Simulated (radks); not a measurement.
Q: Neutral promethium: order these configurations by energy. All-electron calculation, scalar-relativistic Kohn-Sham, PBEsol, spin-polarised, spherical densities, finite nucleus; Fermi nuclear charge, rms radius of each element as measured or else 0.836 A^(1/3) + 0.57 fm. Program: a radial shooting solver on a logarithmic mesh with Libxc functionals. Open shells are filled with parallel spins first. [Xe] 4f4 5d1 6s2; [Xe] 4f4 6s2 6p1; [Xe] 4f5 5d1 6s1; [Xe] 4f5 6s1 6p1; [Xe] 4f5 6s2.

A: From the lowest, in eV above it: [Xe] 4f5 6s2 0.000; [Xe] 4f5 5d1 6s1 1.061; [Xe] 4f5 6s1 6p1 1.720; [Xe] 4f4 5d1 6s2 3.240; [Xe] 4f4 6s2 6p1 5.536.
